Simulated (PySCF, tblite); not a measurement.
Isomers of C3H10F2SSi2, one GFN2-xTB conformer each. Single-point energies are computed at PBE0/pcSseg-1 (PySCF, gas phase, no added dispersion term), electronic only.

Question: Rank them by PBE0/pcSseg-1 energy, lowest first (kJ/mol).
A. `[CH3:1][S:2][Si@@H:3]([F:4])[C@@H:5]([F:6])[CH2:7][SiH3:8]` with C1–S2–Si3–F4 46°, S2–Si3–C5–F6 160°, Si3–C5–C7–Si8 -175°
B. `[CH3:1][C:2]([F:3])([F:4])[Si@H:5]([SH:6])[CH2:7][SiH3:8]` with C1–C2–Si5–S6 64°, C2–Si5–S6–H 41°, C2–Si5–C7–Si8 -175°

Answer: A (0.0), B (85.4).

As drawn, the lower has an Si–F bond, which the higher lacks; the higher has an S–H bond and two fluorines on one carbon, which the lower lacks. GFN2-xTB itself gives, in the same order: 0.0, 139.7. Both levels put the same isomer lowest.

Question: Which frontier levels, dipoles and rotational constants go with these structures?

Answer: 
| SMILES | HOMO (eV, PBE0/pcSseg-1) | LUMO (eV) | dipole (D) | A, B, C (MHz) |
| --- | --- | --- | --- | --- |
| CS[Si@@H](F)[C@@H](F)C[SiH3] | -7.36 | -0.06 | 1.72 | 2227, 538.0, 501.0 |
| CC(F)(F)[Si@H](S)C[SiH3] | -7.53 | 0.05 | 1.86 | 1598, 704.6, 563.6 |

Question: What happens when harmonic zero-point energies from GFN2-xTB frequencies are added?

Answer: 
```json
{"SMILES": "CS[Si@@H](F)[C@@H](F)C[SiH3]", "ZPE (kJ/mol)": "316.6", "electronic (kJ/mol)": "0.0", "with ZPE (kJ/mol)": "0.0"}
{"SMILES": "CC(F)(F)[Si@H](S)C[SiH3]", "ZPE (kJ/mol)": "306.1", "electronic (kJ/mol)": "85.4", "with ZPE (kJ/mol)": "74.8"}
```

The zero-point energies span 10.5 kJ/mol. The order is unchanged.
